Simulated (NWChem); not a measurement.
The numbers come from NWChem runs, not from measurements. System: MoO$_{3}$, charge 0, spin multiplicity 1, at a geometry optimised with B3LYP/def2-SVP with def2 effective core potentials on Mo. The structure started from a generated list of species. Level: TD-B3LYP/def2-SVP with def2 effective core potentials on Mo, VWN1-RPA local correlation.

NWChem printed:

```
             Northwest Computational Chemistry Package (NWChem) 7.3.0
             --------------------------------------------------------

                                NWChem Input Module
                                -------------------

 Scaling coordinates for geometry "geometry" by  1.889725989
 (inverse scale =  0.529177249)

 Turning off AUTOSYM since
 SYMMETRY directive was detected!

                             Geometry "geometry" -> ""
                             -------------------------

 Output coordinates in angstroms (scale by  1.889725989 to convert to a.u.)

  No.       Tag          Charge          X              Y              Z
 ---- ---------------- ---------- -------------- -------------- --------------
    1 Mo                  42.0000     0.14382700     0.13740300     0.00000000
    2 O                    8.0000     0.30549500    -0.82369200     1.39710300
    3 O                    8.0000     0.30549500    -0.82369200    -1.39710300
    4 O                    8.0000    -1.36608000     0.92601800     0.00000000

 Effective nuclear repulsion energy (a.u.)     349.4975910818

            Nuclear Dipole moment (a.u.)
            ----------------------------
        X                 Y               Z
 ---------------- ---------------- ----------------
     0.0000264562    -0.0000037795     0.0000000000

      Symmetry information
      --------------------

 Group name             Cs
 Group number              2
 Group order               2
 No. of unique centers     3

      Symmetry unique atoms

     1    2    4


 Summary of "ao basis" -> "" (spherical)
 ------------------------------------------------------------------------------
       Tag                 Description            Shells   Functions and Types
 ---------------- ------------------------------  ------  ---------------------
 *                          def2-svp                  on all atoms

                                 NWChem DFT Module
                                 -----------------

 Summary of "ao basis" -> "ao basis" (spherical)
 ------------------------------------------------------------------------------
       Tag                 Description            Shells   Functions and Types
 ---------------- ------------------------------  ------  ---------------------
 Mo                         def2-svp                11       31   5s3p2d1f
 O                          def2-svp                 6       14   3s2p1d
[...]
     Transition Moments   XX  0.00000  XY  0.00000  XZ -0.14068
     Transition Moments   YY -0.00000  YZ  0.01510  ZZ  0.00000
     Dipole Oscillator Strength                    0.0000035231
     Electric Quadrupole                           0.0000000004
     Magnetic Dipole                               0.0000012934
     Total Oscillator Strength                     0.0000048170

          sigma_e =   1.4553 Angstrom
          sigma_h =   1.7100 Angstrom
         |d_h->e| =   0.5582 Angstrom
            d_exc =   2.2459 Angstrom
            d_CD1 =   0.8128 Angstrom
            d_CD2 =  -1.0245 Angstrom
            d_CD3 =   2.8041 Angstrom
     Pearson C.C. =   0.0622

     Occ.   13  a"  ---  Virt.   20  a'  -0.05558 X
     Occ.   17  a"  ---  Virt.   21  a'   0.35931 X
     Occ.   18  a'  ---  Virt.   22  a"   0.35933 X
     Occ.   19  a"  ---  Virt.   21  a'   0.85487 X
  ----------------------------------------------------------------------------
  Root   6 singlet a'             0.160376804 a.u.                4.3641 eV
  ----------------------------------------------------------------------------
     Transition Moments    X -0.00395   Y  0.00415   Z -0.00000
     Transition Moments   XX -0.03956  XY -0.04985  XZ -0.00000
     Transition Moments   YY  0.14773  YZ  0.00000  ZZ -0.10816
     Dipole Oscillator Strength                    0.0000035109
     Electric Quadrupole                           0.0000000004
     Magnetic Dipole                               0.0000012934
     Total Oscillator Strength                     0.0000048048

          sigma_e =   1.4554 Angstrom
          sigma_h =   1.7100 Angstrom
         |d_h->e| =   0.5582 Angstrom
            d_exc =   2.2459 Angstrom
            d_CD1 =   0.8128 Angstrom
            d_CD2 =  -1.0245 Angstrom
            d_CD3 =   2.8041 Angstrom
     Pearson C.C. =   0.0622

     Occ.   14  a'  ---  Virt.   20  a'  -0.05560 X
     Occ.   17  a"  ---  Virt.   22  a"  -0.35938 X
     Occ.   18  a'  ---  Virt.   21  a'   0.35936 X
     Occ.   19  a"  ---  Virt.   22  a"   0.85483 X
  ----------------------------------------------------------------------------
  Root   7 singlet a"             0.173402210 a.u.                4.7185 eV
  ----------------------------------------------------------------------------
     Transition Moments    X -0.00000   Y -0.00000   Z  0.00000
     Transition Moments   XX -0.00000  XY  0.00000  XZ -0.00001
     Transition Moments   YY -0.00000  YZ  0.00001  ZZ -0.00000
     Dipole Oscillator Strength                    0.0000000000
     Electric Quadrupole                           0.0000000000
     Magnetic Dipole                               0.0000008067
     Total Oscillator Strength                     0.0000008067

          sigma_e =   1.4630 Angstrom
          sigma_h =   1.7842 Angstrom
         |d_h->e| =   0.4638 Angstrom
            d_exc =   2.3403 Angstrom
            d_CD1 =   0.7851 Angstrom
            d_CD2 =  -1.1598 Angstrom
            d_CD3 =   2.8042 Angstrom
     Pearson C.C. =   0.0118

     Occ.   17  a"  ---  Virt.   21  a'  -0.70498 X
     Occ.   18  a'  ---  Virt.   22  a"   0.70504 X
  ----------------------------------------------------------------------------
  Root   8 singlet a'             0.173407012 a.u.                4.7186 eV
  ----------------------------------------------------------------------------
     Transition Moments    X  0.19203   Y  0.18346   Z -0.00000
     Transition Moments   XX  0.05105  XY -0.30795  XZ  0.00000
     Transition Moments   YY  0.07916  YZ  0.00000  ZZ  0.37340
     Dipole Oscillator Strength                    0.0081539672
     Electric Quadrupole                           0.0000000035
     Magnetic Dipole                               0.0000000000
     Total Oscillator Strength                     0.0081539707

          sigma_e =   1.4501 Angstrom
          sigma_h =   1.7812 Angstrom
         |d_h->e| =   0.4520 Angstrom
            d_exc =   2.3040 Angstrom
            d_CD1 =   0.7832 Angstrom
            d_CD2 =  -1.1636 Angstrom
            d_CD3 =   2.7560 Angstrom
     Pearson C.C. =   0.0332

     Occ.   17  a"  ---  Virt.   22  a"   0.70485 X
     Occ.   18  a'  ---  Virt.   21  a'   0.70480 X

              Target root =      1
          Target symmetry = none
      Ground state energy =   -293.766997677214
        Excitation energy =      0.083623427173
     Excited state energy =   -293.683374250042

  stored tddft:energy   -293.68337425004154

 Task  times  cpu:       47.3s     wall:       47.3s

 Total times  cpu:       47.4s     wall:       47.4s
```

Task: Write an NWChem input that would produce this output.

Result: Several could match; the one computed here: 
```
start mol
memory heap 200 mb stack 900 mb global 1100 mb
geometry units angstroms nocenter noautoz
  Mo     0.143827     0.137403     0.000000
  O      0.305495    -0.823692     1.397103
  O      0.305495    -0.823692    -1.397103
  O     -1.366080     0.926018     0.000000
  symmetry group Cs
end
basis spherical
  * library def2-svp
end
ecp
  Mo library def2-ecp
end
dft
  xc b3lyp
  semidirect memsize 60000000 filesize 0
  iterations 100
end
tddft
  rpa
  nroots 8
  notriplet
  thresh 1e-4
end
task tddft energy
```
